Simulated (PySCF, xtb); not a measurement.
Al(Me)(F)2 cation (CH3AlF2), SMILES [CH3][Al]([F])[F] (connectivity only; charge and spin as stated), charge +1, multiplicity 2.

Harmonic wavenumbers (cm⁻¹) from GFN2-xTB in xtb at its own minimum, in rising order: 11, 72, 165, 243, 416, 484, 486, 706, 931, 1057, 1215, 1235, 2857, 2895, 2904.

### Question
What does PySCF with TPSSh-D3(BJ)/def2-SVP give at its own minimum? (An estimate is asked for; the answer gives what the named calculation found.)

### Answer
52, 116, 187, 195, 225, 270, 361, 755, 1053, 1085, 1370, 1398, 3000, 3180, 3230. Paired by order, the mean absolute difference is 130 cm⁻¹ and the zero-point energies are 22.4 and 23.6 kcal/mol.
